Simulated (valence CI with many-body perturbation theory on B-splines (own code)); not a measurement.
**Au37+: one-electron terms**

Level of theory: configuration interaction combined with many-body perturbation theory (CI+MBPT): six valence electrons over a frozen Dirac-Fock core [Kr], radial functions for each j: 7 s, 7 p, 8 d, 6 f, 4 g, 1 h, with the one-electron correlation potential Σ1, the two-electron term Σ2, the three-electron term Σ3, Breit, model QED; selected CI, second order for the rest, scaled by the run's own slope (own B-spline code, finite nucleus).

The last digits are not significant, and no measured levels were compared; by estimate large intervals hold to a few tenths of a per cent, small ones and those within an open d or f shell to about a per cent. Core correlation moves these levels by up to 9800 cm⁻¹, and in measured spectra 5 to 20 % of such shifts remained as error; rates that hang on mixing are uncertain with them. Among the levels kept, up to 730 cm⁻¹ of a level comes from second order outside the variational space, and about a tenth of that is noise between levels of different J, which matters for small intervals. Only levels of the ground parity were solved; by the run's estimate the other parity begins above the list, which can be wrong where configurations are misplaced.

These are the spectroscopic orbitals of the CI (the correlating ones are not listed), shaped by the core and the other valence electrons. h is the expectation value of the core's Dirac-Fock operator, without the valence repulsion; Σ1 is computed up to l = 3 at one energy for each symmetry, that of its lowest orbital but kept below the first core excitation, so for empty shells it is not the orbital's own correlation shift; Breit and QED include the response of the core, and the two lowest orbitals of each symmetry also the frequency dependence of Breit exchange, which makes a step in that column.

```tsv
Orbital	h (hartree)	Σ1 (cm⁻¹)	Breit (cm⁻¹)	QED (cm⁻¹)	⟨r⟩ (bohr)
5s1/2	-51.329	-11183	5816	4456	0.6706
6s1/2	-33.417	-4458	3103	2406	1.031
7s1/2	-23.515	-2320	1803	1423	1.473
5p1/2	-49.293	-11238	8881	175	0.6787
6p1/2	-32.316	-4630	4858	101	1.046
7p1/2	-22.853	-2450	2862	61.6	1.496
5p3/2	-47.214	-9721	5000	539	0.7115
6p3/2	-31.213	-4167	2791	304	1.085
7p3/2	-22.196	-2241	1838	184	1.542
4d3/2	-74.368	-23137	10092	-959	0.3898
5d3/2	-44.044	-10603	4279	-330	0.7120
6d3/2	-29.486	-4860	2295	-171	1.107
4d5/2	-73.345	-22191	6057	-433	0.3966
5d5/2	-43.595	-10414	2648	-117	0.7203
6d5/2	-29.243	-4763	1433	-58.5	1.117
4f5/2	-65.399	-46698	2692	-820	0.3679
5f5/2	-40.202	-10279	1278	-287	0.7145
4f7/2	-65.125	-41015	286	-625	0.3706
5f7/2	-40.076	-9972	300	-205	0.7173
5g7/2	-37.581		-132	-120	0.6766
5g9/2	-37.54		-350	-89.1	0.6778
```

Among the shells of the start configuration 4d6, Σ1 is largest in size for 4d3/2, where it is 0.14 % of h.

Lowest root of each symmetry, sizes in configuration state functions:

```
J  Parity  Roots  Reference  Variational  Second order  Change by selected CI (cm⁻¹)  Change by second order (cm⁻¹)
0    even      5         76        28432        565476                        -15523                            -46
1    even      4        168        33187       1411703                        -13399                           -132
2    even      8        273        33348       2307204                        -13912                           -531
3    even      6        300        31837       2761451                        -12662                           -481
4    even      7        321        32684       3020454                        -13081                           -620
5    even      2        272        30443       2246220                        -13941                           -446
6    even      2        232        30601       2190233                        -13955                           -267
```
